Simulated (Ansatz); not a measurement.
`CC(C)(C)[CH2][Sn]([F])([F])[F]`, charge 0, multiplicity 1.

Problem. Give a relaxed structure at PBE0-D4/def2-TZVP (Ansatz). (Estimate.)

Solution. Ansatz gave: 
Z-matrix (Å, degrees):
```
C
C 1 1.525
H 1 1.093 2 111.3
H 1 1.095 2 112.1 3 -120.6
H 1 1.092 2 110.4 3 119.7
C 2 1.525 1 110.1 3 179.5
C 2 1.530 1 109.3 3 -60.4
C 2 1.530 1 110.5 3 57.1
H 6 1.095 2 112.1 1 -58.8
H 6 1.093 2 111.3 1 -179.4
H 6 1.092 2 110.4 1 60.9
H 7 1.093 2 111.2 1 -179.9
H 7 1.093 2 110.3 1 -60.3
H 7 1.093 2 111.2 1 59.4
Sn 8 2.125 2 115.1 1 61.0
H 8 1.093 2 111.9 1 -179.5
H 8 1.093 2 111.9 1 -58.4
F 15 1.904 8 116.4 2 -61.1
F 15 1.903 8 112.4 2 179.7
F 15 1.904 8 116.5 2 60.5
```
Point group Cs.
This is one stationary point; other conformers may exist.
